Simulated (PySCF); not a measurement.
Species: 2-ethoxyacetamide, C4H9NO2.
Atom-mapped SMILES: `[CH3:1][CH2:2][O:3][CH2:4][C:5]([NH2:6])=[O:7]` (hydrogens: H8, H9, H10 on C1; H11, H12 on C2; H13, H14 on C4; H15, H16 on N6)

The same species was optimised twice, with GFN2-xTB and with PBE0-D3(BJ)/def2-SVP (PySCF), and the same property calculations (PySCF, gas phase) were run on both structures.

```csv
coordinate,GFN2-xTB,PBE0-D3(BJ)/def2-SVP,change
C1–C2 (Å),1.520,1.509,-0.011
O3–C4 (Å),1.406,1.395,-0.011
C2–O3 (Å),1.413,1.403,-0.010
C4–C5 (Å),1.528,1.521,-0.007
C5–N6 (Å),1.343,1.349,+0.006
C5=O7 (Å),1.210,1.213,+0.003
C4–C5–O7 (°),121.9,120.7,-1.2
C2–O3–C4 (°),113.3,114.3,+1.0
N6–C5–O7 (°),124.3,125.1,+0.8
C1–C2–O3 (°),108.6,109.0,+0.4
C4–C5–N6 (°),113.8,114.2,+0.4
O3–C4–C5 (°),111.2,111.5,+0.3
C1–C2–O3–C4 (°),180,-179,+1
C2–O3–C4–C5 (°),180,180,0
O3–C4–C5–N6 (°),0,0,0
```

Rotational constants: A = 7796, B = 1220, C = 1077 MHz (GFN2-xTB) against A = 7706, B = 1230, C = 1082 MHz (PBE0-D3(BJ)/def2-SVP). Point groups within 0.08 Å: Cs and Cs.

On the GFN2-xTB structure: lowest singlet, TDDFT (eV) 5.77 [B3LYP/def2-SVPD]; lowest triplet, Tamm–Dancoff (eV) 5.34 [B3LYP/def2-SVPD]; isotropic polarisability (au) 67.8 [B3LYP/def2-SVPD]; HOMO (eV) -7.16 [B3LYP/def2-SVPD]; LUMO (eV) 0.23 [B3LYP/def2-SVPD]; dipole (D) 4.04 [B3LYP/def2-SVPD]; HOMO (eV) -7.27 [PBE0/pcSseg-1]; LUMO (eV) 1.02 [PBE0/pcSseg-1]; dipole (D) 3.90 [PBE0/pcSseg-1]; GIAO shielding of C1 (ppm) 169.0 [PBE0/pcSseg-1]; GIAO shielding of C2 (ppm) 116.2 [PBE0/pcSseg-1]; GIAO shielding of O3 (ppm) 293.7 [PBE0/pcSseg-1]; GIAO shielding of C4 (ppm) 112.0 [PBE0/pcSseg-1]; GIAO shielding of C5 (ppm) 17.5 [PBE0/pcSseg-1]; GIAO shielding of N6 (ppm) 154.9 [PBE0/pcSseg-1]; GIAO shielding of O7 (ppm) -55.5 [PBE0/pcSseg-1].

What do these properties become on the PBE0-D3(BJ)/def2-SVP structure?

| property | level | on GFN2-xTB | on PBE0-D3(BJ)/def2-SVP | change |
| --- | --- | --- | --- | --- |
| lowest singlet, TDDFT (eV) | B3LYP/def2-SVPD | 5.77 | 5.74 | -0.03 |
| lowest triplet, Tamm–Dancoff (eV) | B3LYP/def2-SVPD | 5.34 | 5.30 | -0.04 |
| isotropic polarisability (au) | B3LYP/def2-SVPD | 67.8 | 68.3 | +0.5 |
| HOMO (eV) | B3LYP/def2-SVPD | -7.16 | -7.17 | -0.01 |
| LUMO (eV) | B3LYP/def2-SVPD | 0.23 | 0.22 | -0.01 |
| dipole (D) | B3LYP/def2-SVPD | 4.04 | 4.03 | -0.01 |
| energy, GFN2-xTB geometry as zero (kcal/mol) | B3LYP/def2-SVPD | 0.0 | -0.3 | -0.3 |
| HOMO (eV) | PBE0/pcSseg-1 | -7.27 | -7.28 | -0.01 |
| LUMO (eV) | PBE0/pcSseg-1 | 1.02 | 0.98 | -0.04 |
| dipole (D) | PBE0/pcSseg-1 | 3.90 | 3.90 | 0.00 |
| energy, GFN2-xTB geometry as zero (kcal/mol) | PBE0/pcSseg-1 | 0.0 | -0.2 | -0.2 |
| GIAO shielding of C1 (ppm) | PBE0/pcSseg-1 | 169.0 | 167.1 | -1.9 |
| GIAO shielding of C2 (ppm) | PBE0/pcSseg-1 | 116.2 | 116.9 | +0.7 |
| GIAO shielding of O3 (ppm) | PBE0/pcSseg-1 | 293.7 | 295.5 | +1.8 |
| GIAO shielding of C4 (ppm) | PBE0/pcSseg-1 | 112.0 | 112.5 | +0.5 |
| GIAO shielding of C5 (ppm) | PBE0/pcSseg-1 | 17.5 | 16.0 | -1.5 |
| GIAO shielding of N6 (ppm) | PBE0/pcSseg-1 | 154.9 | 153.5 | -1.4 |
| GIAO shielding of O7 (ppm) | PBE0/pcSseg-1 | -55.5 | -57.9 | -2.4 |

The heavy atoms differ by 0.014 Å rms after alignment. Among bonds between heavy atoms C1–C2, C2–O3 and O3–C4 change most and about equally (-0.011 to -0.010 Å). Changes are differences of the printed values. Neither structure is proved a minimum here.

Conformer computed: `[CH3:1][CH2:2][O:3][CH2:4][C:5]([NH2:6])=[O:7]`: C1–C2–O3–C4 -179°, C2–O3–C4–C5 180°, O3–C4–C5–N6 0°, H–N6–C5–C4 0°, H–N6–C5–C4 180°.
